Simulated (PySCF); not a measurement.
**B⁺ (boron, charge +1) across methods**

[He] 2s1 3d1, high-spin 3D determinant (an excited configuration). Calculation: PySCF 2.14, in aug-cc-pVTZ (5s4p3d2f, 46 functions); no relativity, point nucleus.

```json
{"method": "B97-3", "E (hartree)": "-23.6864", "mean ε 1s β (eV)": "-211.84", "mean ε 2s α (eV)": "-27.386", "mean ε 3d α (eV)": "-5.501", "Σ⟨r²⟩ (bohr²)": "25.91", "⟨S²⟩": "2.000"}
{"method": "LDA", "E (hartree)": "-23.3911", "mean ε 1s β (eV)": "-201.51", "mean ε 2s α (eV)": "-25.770", "mean ε 3d α (eV)": "-4.897", "Σ⟨r²⟩ (bohr²)": "25.44", "⟨S²⟩": "2.000"}
{"method": "UHF", "E (hartree)": "-23.60230", "mean ε 1s β (eV)": "-232.14", "mean ε 2s α (eV)": "-31.239", "mean ε 3d α (eV)": "-6.183", "Σ⟨r²⟩ (bohr²)": "26.77", "⟨S²⟩": "2.000"}
{"method": "wB97X-V", "E (hartree)": "-23.6752", "mean ε 1s β (eV)": "-212.57", "mean ε 2s α (eV)": "-29.755", "mean ε 3d α (eV)": "-6.510", "Σ⟨r²⟩ (bohr²)": "25.53", "⟨S²⟩": "2.000"}
{"method": "r2SCAN", "E (hartree)": "-23.6726", "mean ε 1s β (eV)": "-206.89", "mean ε 2s α (eV)": "-26.316", "mean ε 3d α (eV)": "-4.951", "Σ⟨r²⟩ (bohr²)": "25.86", "⟨S²⟩": "2.000"}
{"method": "PBE0", "E (hartree)": "-23.6526", "mean ε 1s β (eV)": "-210.90", "mean ε 2s α (eV)": "-27.383", "mean ε 3d α (eV)": "-5.429", "Σ⟨r²⟩ (bohr²)": "25.73", "⟨S²⟩": "2.000"}
{"method": "wB97X", "E (hartree)": "-23.6868", "mean ε 1s β (eV)": "-212.53", "mean ε 2s α (eV)": "-29.656", "mean ε 3d α (eV)": "-6.557", "Σ⟨r²⟩ (bohr²)": "25.61", "⟨S²⟩": "2.000"}
{"method": "PBE", "E (hartree)": "-23.6493", "mean ε 1s β (eV)": "-203.55", "mean ε 2s α (eV)": "-25.957", "mean ε 3d α (eV)": "-5.079", "Σ⟨r²⟩ (bohr²)": "25.38", "⟨S²⟩": "2.000"}
```

The outer electron is Rydberg-like, and this basis confines it to a smaller radius and binds it less than a complete one would.
